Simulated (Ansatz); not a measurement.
One change: `N#Cc1ccccc1` becomes `C[O][Sn]([F])([F])[c]1ccccc1`.

Ansatz, PBE0-D4/def2-TZVP geometries, multiplicity 1. Each molecule was computed in one conformer, which needn't be the lowest.

Elements past krypton have def2 core potentials.

```json
{"property": "HOMO–LUMO gap (PBE/def2-TZVPP) / eV", "`N#Cc1ccccc1`": "4.39"}
{"property": "size of the dipole moment (ωB97M-V/def2-TZVPP) / D", "`N#Cc1ccccc1`": "4.64"}
{"property": "HOMO energy (PBE0/def2-TZVPP) / eV", "`N#Cc1ccccc1`": "-7.84"}
{"property": "HOMO–LUMO gap (PBE0/def2-TZVPP) / eV", "`N#Cc1ccccc1`": "6.24"}
{"property": "LUMO energy (PBE0/def2-TZVPP) / eV", "`N#Cc1ccccc1`": "-1.59"}
{"property": "HOMO–LUMO gap (B3LYP/def2-TZVPP) / eV", "`N#Cc1ccccc1`": "5.84"}
```

**Question.** What does the change do to each property? (An estimate is asked.)

**Answer.** Computed: 
| property | `C[O][Sn]([F])([F])[c]1ccccc1` | shift |
| --- | --- | --- |
| HOMO–LUMO gap (PBE/def2-TZVPP) / eV | 4.35 | -0.04 |
| size of the dipole moment (ωB97M-V/def2-TZVPP) / D | 3.85 | -0.79 |
| HOMO energy (PBE0/def2-TZVPP) / eV | -8.06 | -0.22 |
| HOMO–LUMO gap (PBE0/def2-TZVPP) / eV | 6.72 | 0.48 |
| LUMO energy (PBE0/def2-TZVPP) / eV | -1.34 | 0.25 |
| HOMO–LUMO gap (B3LYP/def2-TZVPP) / eV | 6.23 | 0.39 |

With PBE0 the HOMO falls by 0.22 eV and the LUMO rises by 0.25 eV, so the gap widens by about 0.47 eV. PBE moves the HOMO by 0.24 eV and ωB97M-V by -0.28 eV. Dipoles are sizes alone; their direction can turn.

B3LYP here is the variant with VWN-RPA as its local correlation; programs differ in this.
